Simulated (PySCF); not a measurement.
Geometry:
```json
{"atom": "C1", "x (Å)": "2.094", "y (Å)": "0.155", "z (Å)": "-0.938"}
{"atom": "C2", "x (Å)": "1.103", "y (Å)": "-0.539", "z (Å)": "-0.977"}
{"atom": "C3", "x (Å)": "-0.101", "y (Å)": "-1.359", "z (Å)": "-0.987"}
{"atom": "C4", "x (Å)": "-0.920", "y (Å)": "-1.196", "z (Å)": "0.295"}
{"atom": "Si5", "x (Å)": "-1.668", "y (Å)": "0.534", "z (Å)": "0.588"}
{"atom": "Cl6", "x (Å)": "-2.303", "y (Å)": "-2.353", "z (Å)": "0.251"}
{"atom": "H7", "x (Å)": "2.979", "y (Å)": "0.765", "z (Å)": "-0.913"}
{"atom": "H8", "x (Å)": "-0.726", "y (Å)": "-1.101", "z (Å)": "-1.859"}
{"atom": "H9", "x (Å)": "0.172", "y (Å)": "-2.421", "z (Å)": "-1.106"}
{"atom": "H10", "x (Å)": "-0.309", "y (Å)": "-1.487", "z (Å)": "1.163"}
{"atom": "H11", "x (Å)": "-2.467", "y (Å)": "0.487", "z (Å)": "1.846"}
{"atom": "H12", "x (Å)": "-0.589", "y (Å)": "1.558", "z (Å)": "0.715"}
{"atom": "H13", "x (Å)": "-2.548", "y (Å)": "0.864", "z (Å)": "-0.571"}
```

Geometry: PBE0-D3(BJ)/def2-SVP; GIAO shifts from PySCF, gas phase, non-relativistic, averaged over equivalent atoms.

At PBE0/pcSseg-0 (76 basis functions, 6.5 s wall time on 1 thread of an Arm Neoverse V1, shared host):
```json
{"atoms": "C2", "δ (ppm)": "86.0"}
{"atoms": "C1", "δ (ppm)": "84.8"}
{"atoms": "C4", "δ (ppm)": "41.9"}
{"atoms": "C3", "δ (ppm)": "28.2"}
{"atoms": "Si5", "δ (ppm)": "-93.7"}
{"atoms": "Cl6", "δ (ppm)": "125.9"}
{"atoms": "H11/H12/H13", "δ (ppm)": "4.30"}
{"atoms": "H10", "δ (ppm)": "2.87"}
{"atoms": "H9", "δ (ppm)": "2.66"}
{"atoms": "H7", "δ (ppm)": "2.22"}
{"atoms": "H8", "δ (ppm)": "2.18"}
```

Chemical shifts δ = σref − σ; 13C (σ = 193.52 ppm) and 29Si (σ = 348.52 ppm) and 1H (σ = 32.83 ppm) against TMS; 35Cl (σ = 952.40 ppm) vs HCl, all at this level.

Question: What do these become at PBE0/6-31G*?

Answer: 
```tsv
atoms	δ at PBE0/6-31G*	change
C2	72.0	-14.0
C1	69.1	-15.7
C4	41.0	-0.9
C3	26.7	-1.5
Si5	-27.2	+66.5
Cl6	96.5	-29.4
H11/H12/H13	4.31	+0.01
H10	3.23	+0.36
H9	2.65	-0.01
H7	1.81	-0.41
H8	2.39	+0.21
```

References, each an isolated molecule treated in the same way: 13C (σref 194.14) and 29Si (σref 418.09) and 1H (σref 31.96) vs TMS; 35Cl (σref 929.83) against HCl.

The largest change is at Si5 (silicon bonded to C, 3 H). Cost: 106 basis functions, 11 s wall time on 1 thread of an Arm Neoverse V1, shared host. The order of the carbon signals is the same at both levels.

Carbons that carry Cl, above all several Cl atoms, come out too deshielded, partly because spin–orbit coupling is missing.
